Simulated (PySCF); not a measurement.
Nuclear quadrupole coupling in `C[C@@H]1CO[Si@H](Cl)[SiH2]1`

Compound: C3H9ClOSi2.
Cartesian coordinates in Å at the GFN2-xTB level; atoms count from 1:
```
atom  x, y, z in Å
C1    -1.7726   -0.0234    0.4453
C2    -0.7033   -0.3571   -0.5925
C3     0.2797   -1.3878   -0.0213
O4     1.1826   -0.8287    0.8979
Si5    1.8699    0.6243    0.6097
Cl6    1.8674    1.5732    2.3852
Si7    0.3457    1.2020   -1.0257
H8    -1.3122    0.3585    1.3548
H9    -2.4577    0.7310    0.0653
H10   -2.3508   -0.9096    0.7059
H11   -1.1848   -0.8125   -1.4612
H12    0.8522   -1.8484   -0.8369
H13   -0.2559   -2.1800    0.5123
H14    3.2728    0.3896    0.2660
H15   -0.4848    2.4022   -0.9150
H16    0.8442    1.0757   -2.4011
```

Field gradients from the PBE0/pcSseg-1 density (PySCF, non-relativistic), principal values in atomic units, ordered |Vxx| ≤ |Vyy| ≤ |Vzz|:

| atom | Vxx | Vyy | Vzz |
| --- | --- | --- | --- |
| O4 | -0.4969 | -1.1657 | 1.6625 |
| Cl6 | -0.9421 | -1.0968 | 2.0388 |

**Question.** Find the asymmetry η = (Vxx − Vyy)/Vzz and the couplings χ = eQV/h (234.96 MHz × Q in barn × V in au), with Q(17O) = −0.0256 b, Q(35Cl) = −0.0817 b.

**Answer.** 
```
atom             environment  nucleus     η  χzz (MHz)  χxx (MHz)  χyy (MHz)
  O4      silyl ether oxygen      17O  0.40     -10.00       2.99       7.01
 Cl6  silicon-bound chlorine     35Cl  0.08     -39.14      18.08      21.05
```

The tensor is traceless: Vxx + Vyy + Vzz = 0.

**Question.** What is Vzz at Cl6 in SI units (1 au = 9.71736 × 10²¹ V/m²)?

**Answer.** 2.0388 au = 19.812 × 10²¹ V/m².

**Question.** And the gradient at the other heavy atoms, for which no coupling is worked out here?

**Answer.** 
| atom | environment | Vzz (au) | η |
| --- | --- | --- | --- |
| C1 | methyl carbon | 0.082 | 0.04 |
| C2 | sp3 carbon bound to silicon | -0.051 | 0.95 |
| C3 | sp3 carbon bound to oxygen | 0.400 | 0.22 |
| Si5 | chlorine-bound silicon | -0.594 | 0.60 |
| Si7 | SiH2 silicon | 0.179 | 0.48 |

**Question.** What couplings would deuterons (Q(2H) = 0.00286 b) have in place of the hydrogens, at this geometry?

**Answer.** 
| atom | bonded to | bond length (Å) | Vzz (au) | η | χzz (kHz) |
| --- | --- | --- | --- | --- | --- |
| H8 | C1 | 1.089 | 0.3093 | 0.04 | 208 |
| H9 | C1 | 1.088 | 0.3148 | 0.02 | 212 |
| H10 | C1 | 1.090 | 0.3113 | 0.03 | 209 |
| H11 | C2 | 1.093 | 0.3074 | 0.04 | 207 |
| H12 | C3 | 1.098 | 0.2863 | 0.06 | 192 |
| H13 | C3 | 1.095 | 0.2909 | 0.05 | 196 |
| H14 | Si5 | 1.463 | 0.1584 | 0.03 | 106 |
| H15 | Si7 | 1.464 | 0.1647 | 0.02 | 111 |
| H16 | Si7 | 1.468 | 0.1618 | 0.02 | 109 |

Isolated species at its GFN2-xTB geometry (one conformer only). GFN2-xTB bond lengths can be off by several hundredths of an ångström, more for odd bonds, and the gradients follow them. A larger basis could move these couplings by a tenth or more.
